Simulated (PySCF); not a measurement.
Isomers of C6H6F2O, one GFN2-xTB conformer each. Single-point energies are computed at PBE0/pcSseg-1 (PySCF, gas phase, no added dispersion term), electronic only.

```csv
SMILES,GFN2-xTB relative energy (kJ/mol)
CO/C(F)=C/C#CCF,123.9
C/C(=C\CF)C(F)=C=O,84.1
FC/C(F)=C1/C=CCO1,0.0
```

Conformers: `[CH3:1][O:2]/[C:3]([F:4])=[CH:5]/[C:6]#[C:7][CH2:8][F:9]` with C1–O2–C3–F4 0°; `[CH3:1]/[C:2](=[CH:3]\[CH2:4][F:5])[C:6]([F:7])=[C:8]=[O:9]` with C2–C3–C4–F5 179°, C1–C2–C6–F7 180°; `[F:1][CH2:2]/[C:3]([F:4])=[C:5]1/[CH:6]=[CH:7][CH2:8][O:9]1` with F1–C2–C3–F4 -93°.

Question: What does PBE0/pcSseg-1 give for the same structures?

Answer: 
| SMILES | PBE0/pcSseg-1 E (Eh) | PBE0/pcSseg-1 (kJ/mol) | GFN2-xTB (kJ/mol) | point group |
| --- | --- | --- | --- | --- |
| FC/C(F)=C1/C=CCO1 | -506.50332 | 0.0 | 0.0 | C1 |
| C/C(=C\CF)C(F)=C=O | -506.47833 | 65.6 | 84.1 | near Cs |
| CO/C(F)=C/C#CCF | -506.45138 | 136.4 | 123.9 | Cs |

Both levels put the same isomer lowest; measured from each level's own lowest isomer, the values differ by up to 18.5 kJ/mol (C/C(=C\CF)C(F)=C=O: 84.1 against 65.6). As drawn, the highest has a C≡C bond, which the lowest lacks.

Question: Which frontier levels, dipoles and rotational constants go with these structures?

Answer: 
| SMILES | HOMO (eV, PBE0/pcSseg-1) | LUMO (eV) | dipole (D) | A, B, C (MHz) |
| --- | --- | --- | --- | --- |
| FC/C(F)=C1/C=CCO1 | -6.21 | -1.11 | 3.85 | 3054, 1119, 869.7 |
| C/C(=C\CF)C(F)=C=O | -6.42 | -2.30 | 2.46 | 3579, 772.8, 640.7 |
| CO/C(F)=C/C#CCF | -6.28 | -0.24 | 4.16 | 7617, 516.3, 486.5 |

Question: As an exercise, what shares would exp(−E/RT) give at 2000 K from these electronic energies alone (no entropy, no degeneracies)?

Answer: RT = 16.629 kJ/mol: FC/C(F)=C1/C=CCO1 98.1 %, C/C(=C\CF)C(F)=C=O 1.9 %, CO/C(F)=C/C#CCF under 0.1 %.
